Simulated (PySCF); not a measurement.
## Ionisation energy of Tm²⁺ by level of theory

Tm²⁺ [Xe] 4f13 [4f5/2^6 4f7/2^7, M_J = 7/2] → Tm³⁺ [Xe] 4f12 [4f5/2^6 4f7/2^6, M_J = 6], as a difference of total energies. Computed with PySCF 2.14 in x2c-SVPall-2c (7s10p9d3f1g, 112 functions), with the two-component X2C-1e Hamiltonian. Correlated levels: [Ar] 3d10 frozen; the 16 highest virtual spinors dropped. "Screened" scales the spin-orbit matrix elements by Boettger's factors to mimic the two-electron term; Breit and QED terms are absent.

Q: Order these methods by the ionisation energy they give, lowest first.
A. GMP2 (spin-free)
B. GMP2 (screened spin-orbit)
C. GHF (spin-free)
D. GHF (screened spin-orbit)

A: D (18.743 eV), C (19.222 eV), B (24.094 eV), A (24.558 eV).

The spin-free rows relax to the high-spin LS determinant and lack the spin-orbit shift.

Errors of the correlated levels include the incompleteness of this basis and the frozen core.

The labels give the starting determinants; with spin-orbit coupling the two ends relaxed to ⟨J²⟩ = 15.76, ⟨L²⟩ = 12.11, ⟨S²⟩ = 0.85 and ⟨J²⟩ = 42.01, ⟨L²⟩ = 30.19, ⟨S²⟩ = 2.08.

For comparison: 23.66 ± 0.03 eV (semi-empirical (NIST evaluation); NIST Atomic Spectra Database, ionization energies).
